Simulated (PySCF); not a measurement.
Compound: Ta(NH)(OSiH3)3 (singlet state).
Structure used (PBE0-D3(BJ)/def2-SVP), in Å, numbered top down from 1:
```xyz
18
H10NO3Si3Ta angstrom
Ta    -0.016   -0.023    0.089
N      0.330   -0.234    1.812
H      0.533   -0.349    2.796
O      1.386   -0.848   -0.919
Si     2.852   -1.627   -1.074
H      2.945   -2.742   -0.086
H      3.962   -0.658   -0.833
H      2.962   -2.174   -2.457
O     -0.091    1.851   -0.286
Si     0.024    3.482    0.036
H      0.219    3.702    1.500
H     -1.229    4.157   -0.409
H      1.185    4.048   -0.712
O     -1.697   -0.857   -0.286
Si    -3.052   -1.732    0.136
H     -3.108   -1.905    1.618
H     -2.994   -3.071   -0.521
H     -4.267   -1.002   -0.328
```

Computed, not measured: PySCF 2.14.0, PBE0-D3(BJ)/def2-SVP geometry optimisation, gas phase, def2 core potentials past Kr.

Masses are those of the commonest isotopes; rigid-rotor values at the optimised geometry. The values belong to one conformer.

Task: What are A, B and C (MHz)?

Result: Ia = 734.89, Ib = 761.06, Ic = 1320.20 u·Å²; 505379 MHz·u·Å²/I gives A = 687.7, B = 664.0, C = 382.8 MHz.

Task: Classify the top.

Result: An asymmetric top. Ray's parameter κ = (2B − A − C)/(A − C) = 0.845; −1 is the prolate and +1 the oblate limit.

Task: What does the inertial defect say?

Result: Not planar: Δ = Ic − Ia − Ib = -175.75 u·Å². For a rigid frame Δ = −2 Σ m c², so Σ m c² = 87.87 u·Å² lies off the ab plane: 17.78 from hydrogen and 70.10 from heavier atoms. The atom farthest from that plane is 2.89 Å away.

Task: Predict some low-J microwave lines.

Result: The dipole components are |μa| = 0.05 D, |μb| = 0.00 D, |μc| = 0.43 D. The squared components, which scale the intensities, stand as 0.01 : 0.00 : 1.00 (a : b : c). Some lines, for components of 0.1 D or more:

| type | branch | J(Ka,Kc) | MHz | lower level (cm⁻¹) |
| --- | --- | --- | --- | --- |
| c | R | 1(1,0) ← 0(0,0) | 1352 | 0.000 |
| c | R | 2(1,1) ← 1(0,1) | 2680 | 0.035 |
| c | R | 2(2,0) ← 1(1,0) | 2705 | 0.045 |
| c | R | 2(2,1) ← 1(1,1) | 2727 | 0.036 |
| c | R | 3(2,1) ← 2(1,1) | 4021 | 0.124 |
| c | R | 3(1,2) ← 2(0,2) | 4050 | 0.096 |
| c | R | 3(2,2) ← 2(1,2) | 4055 | 0.096 |
| c | R | 3(3,0) ← 2(2,0) | 4061 | 0.135 |
| c | R | 3(3,1) ← 2(2,1) | 4092 | 0.127 |

Not checked by PBE0-D3(BJ)/def2-SVP frequencies. Constants of a rigid frame at the computed geometry: no zero-point averaging, no centrifugal distortion. A rigid rotor knows nothing of internal rotation, which can split or shift real lines. Quadrupole hyperfine structure (14N) is left out.
